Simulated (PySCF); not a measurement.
**AlCu⁻ at UHF-MP2**

Level: UHF-MP2. PySCF, no relativity, basis sets Al def2-TZVPPD, Cu def2-TZVPPD.

For AlCu⁻, the state is ²Π (doublet), unpaired electrons π ↑ and the bond length is 2.337 Å. The harmonic wavenumber is 280 cm⁻¹ and the force constant is 0.871 mdyn/Å. The rotational constant Be is 0.1635 cm⁻¹. The anharmonicity ωexe is 1.79 cm⁻¹ and the vibration–rotation constant αe is 0.00136 cm⁻¹.

Correlated steps freeze 10 core orbitals. With d or f electrons several states lie close, and the lowest PBE0 determinant need not be the measured ground state.
